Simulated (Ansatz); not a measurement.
C₃H₁₀AlN (`NCC[CH2][AlH2]`), relaxed with RKS PBE-D4/def2-SVP in Ansatz from a rough embedded geometry. The force threshold is 0.03 eV/Å; the program also tests the step.

Charge 0, multiplicity 1.

Start:

```xyz
15

N    -0.515    1.567   -1.713
C    -0.746    0.605   -0.655
C     0.425    0.665    0.298
C     0.365   -0.290    1.479
Al    0.527   -2.222    1.060
H     0.197    1.219   -2.377
H    -1.417    1.538   -2.333
H    -1.639    0.833   -0.118
H    -0.839   -0.385   -1.105
H     0.568    1.732    0.658
H     1.388    0.437   -0.261
H     1.102   -0.009    2.234
H    -0.749   -0.116    1.962
H    -0.664   -2.885    0.208
H     1.997   -2.688    0.662
```

**Question.** How much energy does the relaxation release, and in how many steps? (Best estimate.)

**Answer.** Ansatz gave: 0.85 eV, in 13 steps.

**Question.** Which bonds change most? (Best estimate.)

**Answer.** Computed: C4–H13 from 1.227 to 1.112 Å; N1–H7 from 1.095 to 1.025 Å; C2–H9 from 1.092 to 1.160 Å; C2–H8 from 1.067 to 1.112 Å.

**Question.** Give the relaxed structure. (Estimate.)

**Answer.** Ansatz gave: 
```xyz
15

N    -0.489    1.366   -1.802
C    -0.602    0.515   -0.651
C     0.429    0.821    0.440
C     0.337   -0.222    1.569
Al    0.291   -1.973    0.628
H     0.416    1.247   -2.274
H    -1.226    1.193   -2.494
H    -1.628    0.600   -0.231
H    -0.505   -0.614   -0.896
H     0.284    1.869    0.784
H     1.443    0.787   -0.021
H     1.189   -0.122    2.275
H    -0.588   -0.070    2.168
H    -0.898   -3.039    0.812
H     1.546   -2.356   -0.306
```
